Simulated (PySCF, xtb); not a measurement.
CdI, SMILES [Cd+][I], charge +1.

GFN2-xTB in xtb at its own geometry gives an orbital gap of 2.16 eV.

Geometry optimised at B3LYP-D3(BJ)/def2-TZVP. The spin state was assumed, not searched. The def2 effective core potentials stand for the cores of Cd, I; spin–orbit coupling is left out.

Q: What does M06-2X/def2-TZVPD (PySCF) give? (The exact figures need the calculation; the answer reports its results.)

A: gap 4.47 eV (levels -13.90 and -9.43 eV).
